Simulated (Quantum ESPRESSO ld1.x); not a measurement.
The numbers below are computed, except where a source is named.
Problem. The table gives one normalised radial function P(r) = r R(r) of Dy3+ in [Xe] 4f7 6s2 (r in bohr). Code: ld1.x of Quantum ESPRESSO 7.5. Model: scalar-relativistic Kohn-Sham, LDA (Slater exchange, Perdew-Zunger correlation), spin-polarised, spherical densities, point nucleus; open shells are filled with parallel spins first (spin-orbit coupling, left out, can overturn this in heavy ions).

r	P
0.001848	0.0033
0.002151	0.0043
0.002485	0.0055
0.002892	0.0071
0.003367	0.0092
0.003889	0.0117
0.004527	0.0151
0.005228	0.0191
0.006087	0.0246
0.007029	0.0310
0.008183	0.0394
0.009451	0.0493
0.011	0.0620
0.01281	0.0774
0.01479	0.0946
0.01722	0.1156
0.01989	0.1378
0.02315	0.1632
0.02674	0.1879
0.03113	0.2124
0.03595	0.2316
0.04185	0.2434
0.04872	0.2417
0.05627	0.2228
0.0655	0.1800
0.07565	0.1155
0.08807	0.0230
0.1017	-0.0812
0.1184	-0.1951
0.1367	-0.2878
0.1592	-0.3449
0.1853	-0.3362
0.214	-0.2536
0.2492	-0.0911
0.2878	0.1103
0.335	0.3249
0.3869	0.4745
0.4504	0.5205
0.5201	0.4297
0.6055	0.1985
0.7049	-0.1262
0.8141	-0.4550
0.9478	-0.7519
1.095	-0.9328
1.274	-0.9901
1.472	-0.9240
1.713	-0.7623
1.979	-0.5688
2.303	-0.3705
2.681	-0.2115
3.097	-0.1087
3.605	-0.0458
4.163	-0.0169
4.847	-0.0048
5.598	-0.0011
6.517	-0.0002
7.526	0.0000
8.761	0.0000

Which n and l does it have? It may be an empty orbital.

Solution. n = 5, l = 1: the number of nodes gives n - l - 1 = 3, the rise at small r (about r^(l+1), flatter next to the nucleus through relativity) gives l, and the extent must fit the shell. The curve is that of 5p down; the table hardly tells the two spins apart. 5p down: eigenvalue -65.208 eV, 3 radial nodes at r = 0.0911, 0.267, 0.667 bohr, <r> = 1.41 bohr, 90 % of the charge inside 2.03 bohr.
